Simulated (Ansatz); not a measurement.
Ge₆H₈. Total charge 0; singlet. Geometry PBE0-D4/def2-SVP, basis def2-TZVP, Ansatz.

```xyz
14

Ge    2.796   -0.483   -1.515
Ge   -1.688   -0.237    2.728
Ge    0.383   -0.728   -1.346
Ge   -0.854    1.034    0.831
Ge   -0.932   -1.613    0.576
Ge    1.502    1.241    0.049
H    -0.602    0.012   -2.296
H     1.664    2.656   -0.528
H    -2.154   -2.337   -0.008
H    -1.781    1.538   -0.312
H    -3.099    0.048    2.033
H     2.408    0.402   -2.789
H     2.266    1.038    1.368
H     0.090   -2.571    1.210
```

| run | HOMO (eV) | LUMO (eV) |
| --- | --- | --- |
| A | -6.46 | -2.91 |
| B | -5.93 | -3.50 |
| C | -5.86 | -3.64 |
| D | -5.86 | -3.41 |
| E | -5.70 | -3.46 |

Another isomer (singlet) lies 0.63 eV lower at PBE0-D4/def2-TZVP; other spin states weren't run for this one.

**Question.** The runs used B97M-V, LDA (SPW92), PBE, PBE0, r2SCAN. Estimate which is which.

**Answer.** A PBE0 (25 % exact exchange); B r2SCAN (0 % exact exchange); C LDA (SPW92) (0 % exact exchange); D B97M-V (0 % exact exchange); E PBE (0 % exact exchange). Exact exchange lowers occupied and raises empty levels; among semilocal functionals meta-GGAs tend to open the gap a little, and such runs are hard to tell apart. The gap grows from 2.23 eV (LDA (SPW92)) to 3.56 eV (PBE0).
